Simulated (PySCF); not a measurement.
# Continuum solvent and chemical shifts

Mapped SMILES: `[N:1]#[C:2][C@@H:3]1[CH2:4][CH2:5][CH2:6][S@:7](=[O:8])[CH2:9]1` (H(Xn): hydrogen on atom n). Ha(C4), Ha(C5), Ha(C6), Ha(C9) are cis to C2 on the ring; Hb(C4), Hb(C5), Hb(C6), Hb(C9) are trans to C2 on the ring.

GIAO PBE0/pcSseg-1 in PySCF 2.14 on one PBE0-D3(BJ)/def2-SVP conformer, non-relativistic, equivalent nuclei averaged. Solvents enter as an IEF-PCM continuum (tetrahydrofuran with ε = 7.4, water with ε = 78.4) around the gas-phase geometry. Shifts are referred to TMS, CS2 computed in the same medium.

In tetrahydrofuran, δ in ppm: C2 130.1, C6 58.1, C9 57.5, C4 31.0, C3 26.4, C5 23.9, S7 302.4, Hb(C9) 3.29, Hb(C6) 3.19, H(C3) 2.48, Ha(C9) 2.43, Ha(C6) 2.41, Ha(C5) 2.05, Hb(C4) 1.85. Dipole moment 5.67 D.

Q: How does each δ change in the more polar medium?

A: 
```csv
atoms,environment,"Δδ, water"
C2,nitrile carbon,+1.3
C6,sp3 CH2 bonded to S,+0.3
C9,sp3 CH2 bonded to S,-0.1
C4,sp3 CH2 in a ring,0.0
C3,sp3 CH α to a nitrile,+0.2
C5,sp3 CH2 in a ring,+0.2
S7,sulfoxide sulfur,-0.4
Hb(C9),hydrogen on an sp3 CH2 bonded to S,+0.03
Hb(C6),hydrogen on an sp3 CH2 bonded to S,+0.04
H(C3),hydrogen on an sp3 CH α to a nitrile,+0.12
Ha(C9),hydrogen on an sp3 CH2 bonded to S,+0.04
Ha(C6),hydrogen on an sp3 CH2 bonded to S,+0.04
Ha(C5),hydrogen on an sp3 CH2 in a ring,+0.03
Hb(C4),hydrogen on an sp3 CH2 in a ring,+0.02
```

Changes are relative to tetrahydrofuran. The dipole moment becomes 5.94 D in water.

Q: Which nuclei move most (in ppm), and what does the model miss?

A: C2 (nitrile carbon, +1.3 ppm) in water. A continuum only polarises the solute; specific hydrogen bonds, the anisotropy of aromatic solvents and changes of geometry or conformer are outside it.
